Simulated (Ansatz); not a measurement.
Reactions of CH3I, SMILES `CI`.

Computed with Ansatz on PBE0-D4/def2-TZVP structures; ΔE is electronic, products minus reactants. CBS: MP2 limit from def2 TZ/QZ plus the TZ coupled-cluster correction, frozen cores. This one scheme is used for every species, atoms too. DFT in def2-TZVPP. Open shells (•) are unrestricted, without spin–orbit coupling. Spin–orbit coupling would lower the free atoms: a little for Cl. Elements past krypton have def2 core potentials. For Ge, I, In outer-core shells are correlated without core-valence functions, so the limit isn't a true one: a few kJ/mol of doubt a bond, and 10 to 20 or more in all where bonds break to atoms. Scalar relativity is left out up to krypton. One conformer a species, not always the lowest.

```tsv
reaction	PBE-D4 (eV)
`CI` + `[CH3]`• → `[CH2]I`• + CH₄	-0.26
`CI` + `[Cl][InH][Cl]` → `[CH3][In]([Cl])[Cl]` + HI	-0.40
`CI` + `[SiH3]`• → `[CH2]I`• + SiH₄	0.57
`CI` + `O[SiH](Cl)[GeH3]` → `CO[SiH](Cl)[GeH3]` + HI	0.58
`CI` + Cl• → `[CH2]I`• + HCl	-0.09
```

Question: Give the CCSD(T)/CBS values in the same order. (Best estimate.)

Answer: The calculation gave: -0.16, -0.41, 0.52, 0.63, 0.07 eV.

Largest T1 diagnostic: 0.016, for `[CH2]I`•.
